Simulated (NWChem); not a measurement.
System: C6H5O, doublet; SMILES Oc1cc[c]cc1

Parts of the log:

```
             Northwest Computational Chemistry Package (NWChem) 7.3.0
             --------------------------------------------------------

 CS  symmetry detected

                             Geometry "geometry" -> ""
                             -------------------------

 Output coordinates in angstroms (scale by  1.889725989 to convert to a.u.)

  No.       Tag          Charge          X              Y              Z
 ---- ---------------- ---------- -------------- -------------- --------------
    1 O                    8.0000    -0.06529639    -2.24593308     0.00000000
    2 C                    6.0000    -0.00745797    -0.88372496     0.00000000
    3 C                    6.0000    -1.23218732    -0.18200724     0.00000000
    4 C                    6.0000    -1.23727942     1.22590407     0.00000000
    5 C                    6.0000    -0.00874249     1.86764743     0.00000000
    6 C                    6.0000     1.22040694     1.23264144     0.00000000
    7 C                    6.0000     1.21457626    -0.17845701     0.00000000
    8 H                    1.0000     0.84603876    -2.59247819     0.00000000
    9 H                    1.0000    -2.17059618    -0.75658879     0.00000000
   10 H                    1.0000    -2.19192486     1.77560049     0.00000000
   11 H                    1.0000     2.17469126     1.78288835     0.00000000
   12 H                    1.0000     2.16826606    -0.73397968     0.00000000

 Effective nuclear repulsion energy (a.u.)     259.6627464585

      Symmetry information
      --------------------

 Group name             Cs
 Group number              2
 Group order               2
 No. of unique centers    12

  pbe96 is a nonlocal functional; adding pw91lda local functional.

                                 NWChem DFT Module
                                 -----------------

 Summary of "ao basis" -> "ao basis" (spherical)
 ------------------------------------------------------------------------------
       Tag                 Description            Shells   Functions and Types
 ---------------- ------------------------------  ------  ---------------------
 O                           6-31g*                  6       14   3s2p1d
 C                           6-31g*                  6       14   3s2p1d
 H                           6-31g*                  2        2   2s

      Symmetry analysis of basis
      --------------------------

        a'         80
        a"         28

            General Information
            -------------------
          SCF calculation type: DFT
          Wavefunction type:  spin polarized.
          No. of atoms     :    12
          No. of electrons :    49
           Alpha electrons :    25
            Beta electrons :    24
          Charge           :     0
          Spin multiplicity:     2
          Use of symmetry is: on ; symmetry adaption is: on
          Maximum number of iterations: 150
          AO basis - number of functions:   108
                     number of shells:    52
          Convergence on energy requested:  1.00D-06
          Convergence on density requested:  1.00D-05
          Convergence on gradient requested:  5.00D-04

              XC Information
              --------------
                          RPBE Exchange Functional  1.000
            Perdew 1991 LDA Correlation Functional  1.000 local
           PerdewBurkeErnz. Correlation Functional  1.000 non-local

             Grid Information
             ----------------
          Grid used for XC integration:  medium
          Radial quadrature: Mura-Knowles
          Angular quadrature: Lebedev.
          Tag              B.-S. Rad. Rad. Pts. Rad. Cut. Ang. Pts.
          ---              ---------- --------- --------- ---------
          O                   0.60       49          11.0       434
          C                   0.70       49          11.0       434
          H                   0.35       45          12.0       434
          Grid pruning is: on
          Number of quadrature shells:   568
          Spatial weights used:  Erf1

      Superposition of Atomic Density Guess
      -------------------------------------

 Sum of atomic energies:        -303.20703982

      Non-variational initial energy
      ------------------------------

 Total energy =    -307.386758
 1-e energy   =    -924.326573
 2-e energy   =     357.277068
 HOMO         =      -0.165601
 LUMO         =       0.008117

   Symmetry analysis of molecular orbitals - initial alpha
   -------------------------------------------------------

  Numbering of irreducible representations:

     1 a'          2 a"

  Orbital symmetries:

     1 a'          2 a'          3 a'          4 a'          5 a'
     6 a'          7 a'          8 a'          9 a'         10 a'
    11 a'         12 a'         13 a'         14 a'         15 a'
    16 a'         17 a"         18 a'         19 a'         20 a'
    21 a"         22 a'         23 a"         24 a"         25 a'
    26 a"         27 a"         28 a'         29 a'         30 a'
    31 a'         32 a"         33 a'         34 a'         35 a'

   Symmetry analysis of molecular orbitals - initial beta
   ------------------------------------------------------

  Numbering of irreducible representations:

     1 a'          2 a"

  Orbital symmetries:

     1 a'          2 a'          3 a'          4 a'          5 a'
     6 a'          7 a'          8 a'          9 a'         10 a'
    11 a'         12 a'         13 a'         14 a'         15 a'
    16 a'         17 a"         18 a'         19 a'         20 a'
    21 a"         22 a'         23 a"         24 a"         25 a'
    26 a"         27 a"         28 a'         29 a'         30 a'
    31 a'         32 a"         33 a'         34 a'         35 a'

     ---------------------------------------------
      Total Density - Mulliken Population Analysis
     ---------------------------------------------

[...]
```

Level: RPBE/6-31G* (spherical d), spin-unrestricted. In the optimisation the excess spin sits in a' (Cs, its own frame). Coordinates come from a PBE-D3(BJ)/def2-SVP, spin-unrestricted optimisation. Not confirmed as a minimum by frequencies. No stability test was run on the SCF state.

### Question
Which NWChem input produces such a log?

### Answer
Several could match; the one computed here: the input that was run:
```
start job
memory heap 200 mb stack 900 mb global 1100 mb
geometry units angstroms noautoz
  O     -0.080879    -2.245793     0.000000
  C     -0.014302    -0.883984     0.000000
  C     -1.234504    -0.174423     0.000000
  C     -1.230563     1.233492     0.000000
  C      0.002066     1.867340     0.000000
  C      1.227116     1.224461     0.000000
  C      1.212232    -0.186571     0.000000
  H      0.828214    -2.598178     0.000000
  H     -2.176580    -0.742972     0.000000
  H     -2.181662     1.789302     0.000000
  H      2.184911     1.768574     0.000000
  H      2.162338    -0.748201     0.000000
end
basis spherical
  O library 6-31g*
  C library 6-31g*
  H library 6-31g*
end
dft
  odft
  mult 2
  xc rpbe cpbe96
  iterations 150
  mulliken
end
task dft energy
```
